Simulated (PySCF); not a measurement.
## Electronic absorption of C7H11N

Species: C7H11N.
SMILES: `[C-]#[N+]C1CCCCC1`

Computed with TDDFT CAM-B3LYP/def2-SVPD, vertical, gas phase, core orbitals frozen in the response in PySCF 2.14.0, density-fitted response routines. Geometry: GFN2-xTB, one conformer, isolated molecule.

**Question.** What does the calculation give for the low-lying excited states?

**Answer.** 

```csv
state,E (eV),E (hartree),f,|μ| (D),symmetry,"main configurations (H = HOMO, L = LUMO)"
S1,7.98,0.2931,0.0006,0.14,–,"H-1→L+4 (26%), H-5→L+4 (17%), H-1→L+1 (14%)"
S2,8.17,0.3002,0.066,1.46,A′,"H→L+4 (59%), H→L+1 (23%)"
S3,8.25,0.3034,0.061,1.40,A″,H→L+5 (91%)
S4,8.28,0.3044,0.0013,0.20,–,"H-1→L+5 (26%), H-2→L+4 (19%), H-5→L+5 (15%)"
S5,8.28,0.3044,0.0069,0.47,A″,"H-2→L+5 (45%), H-4→L+5 (18%)"
S6,8.54,0.3138,0.0000,0.02,–,H-1→L (82%)
S7,8.78,0.3228,0.0038,0.34,A′,"H→L (41%), H-2→L (26%), H→L+3 (10%)"
S8,8.88,0.3265,0.0017,0.22,–,"H-1→L+1 (72%), H-1→L+4 (12%)"
```

Triplets (Tamm–Dancoff): T1 5.94 eV, H→L+4 (66%), H→L+1 (12%); T2 5.98 eV, H→L+5 (89%); T3 6.84 eV, H-1→L+5 (21%), H-5→L+5 (19%), H-2→L+4 (18%).

The lowest singlet comes at 155 nm (769 kJ/mol) in the vacuum ultraviolet; it is very weak; its leading configuration is HOMO-1→LUMO+4 (26%). The strongest level in the table is S2 at 8.17 eV (152 nm, f = 0.066). S4/S5 lie within about 0.01 eV of each other. Löwdin shares by element: HOMO carbon 78% or more, nitrogen 15%; LUMO carbon 28% or more, hydrogen 7% or more (atoms not listed hold the other 65%). The oscillator strengths of these states sum to 0.141; summed over the whole spectrum of an exact calculation they would give the number of electrons, 60 (Thomas–Reiche–Kuhn). The listed states span 0.91 eV. Of the 8 states listed, 2 reach f = 0.01 and 1 stays under 0.0005. Symmetry labels in Cs follow from the direction of the transition dipole and are given only for states with f of 0.002 or more. Only the lowest 8 singlets were computed, as vertical energies without vibronic structure.
